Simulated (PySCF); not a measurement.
Geometry (Å), atoms numbered from 1 in this order:
```xyz
21

C    -2.878   -0.412    0.184
C    -1.562   -0.027    0.840
C    -1.154    1.444    0.674
C     0.359    1.544    0.872
C     1.011    0.466    0.003
C     2.466    0.156    0.302
P    -0.132   -0.974    0.136
O    -0.384   -1.780   -1.100
H    -2.819   -0.293   -0.908
H    -3.134   -1.464    0.380
H    -3.701    0.216    0.560
H    -1.591   -0.265    1.917
H    -1.707    2.095    1.369
H    -1.412    1.776   -0.347
H     0.611    1.365    1.933
H     0.744    2.545    0.621
H     0.901    0.749   -1.060
H     2.858   -0.614   -0.379
H     2.595   -0.208    1.334
H     3.093    1.055    0.186
H     0.389   -1.717    1.245
```

Geometry: PBE0-D3(BJ)/def2-SVP; GIAO absolute shieldings from PySCF 2.14.0 with density-fitted response routines, gas phase, non-relativistic, averaged over equivalent atoms.

At B3LYP/pcSseg-1 (208 basis functions, 38 s wall time on 1 thread of an Arm Neoverse V1, shared host):
```tsv
atoms	σ (ppm)
C5	136.8
C2	141.8
C3	142.0
C4	145.5
C6	163.5
C1	164.5
P7	265.3
O8	233.0
H21	24.51
H13	29.54
H16	29.67
H17	29.96
H14	30.06
H18/H19/H20	30.10
H12	30.10
H9/H10/H11	30.14
H15	30.57
```

Estimate the result of repeating the calculation with PBE0/pcSseg-1.

Answers


| atoms | σ at PBE0/pcSseg-1 | change |
| --- | --- | --- |
| C5 | 144.1 | +7.3 |
| C2 | 148.9 | +7.1 |
| C3 | 148.6 | +6.6 |
| C4 | 152.0 | +6.5 |
| C6 | 169.3 | +5.8 |
| C1 | 170.3 | +5.8 |
| P7 | 282.8 | +17.5 |
| O8 | 241.8 | +8.8 |
| H21 | 24.36 | -0.15 |
| H13 | 29.44 | -0.10 |
| H16 | 29.57 | -0.10 |
| H17 | 29.82 | -0.14 |
| H14 | 29.95 | -0.11 |
| H18/H19/H20 | 30.00 | -0.10 |
| H12 | 29.98 | -0.12 |
| H9/H10/H11 | 30.04 | -0.10 |
| H15 | 30.47 | -0.10 |

The largest change is at P7 (phosphorus bonded to 2 C, O, H, in a 5-membered ring). Cost: 208 basis functions, 49 s wall time on 1 thread of an Arm Neoverse V1, shared host. The order of the carbon signals changes between the two levels.
